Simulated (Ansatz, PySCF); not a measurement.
Reaction 2 R1 → P1 + P2, each structure at its B3LYP-D3(BJ)/def2-TZVP stationary point, reached from a drawn start (curvature not checked).
P1, SiF4 (SMILES F[Si](F)(F)F) (charge 0, multiplicity 1):
```xyz
5

Si     0.0000     0.0000     0.0000
F      0.9114     0.8919     0.9112
F      0.8982    -0.9105    -0.9060
F     -0.8929     0.9178    -0.9039
F     -0.9168    -0.8992     0.8986
```
R1: F3Si (SMILES F[Si](F)F), charge 0, multiplicity 2.
P2: F2Si (SMILES F[Si]F), charge 0, multiplicity 1.

P less R. No zero-point or thermal terms; singlets are restricted closed shells; open shells are unrestricted.

Cores are frozen in the correlated methods.

Codes used: Ansatz (a first-principles code); PySCF for the D3/D4 terms. Each number belongs to the level named beside it.

PBE/def2-TZVPP gives -215.5 kJ/mol for the reaction energy.

Q: Predict the shift from PBE, with its sign, for: PBE-D3(BJ)/def2-TZVPP, r2SCAN/def2-TZVPP, PBE0/def2-TZVPP, wB97M-V/def2-TZVPP, B2PLYP/def2-TZVPP, MP2/cc-pV(Q+d)Z, CCSD(T)/cc-pV(Q+d)Z.

A: PBE-D3(BJ)/def2-TZVPP 0.1; r2SCAN/def2-TZVPP 16.6; PBE0/def2-TZVPP -0.9; wB97M-V/def2-TZVPP -51.7; B2PLYP/def2-TZVPP -20.5; MP2/cc-pV(Q+d)Z -16.5; CCSD(T)/cc-pV(Q+d)Z -32.0 kJ/mol. 2 of 7 lie above PBE; the widest gap is to wB97M-V/def2-TZVPP.
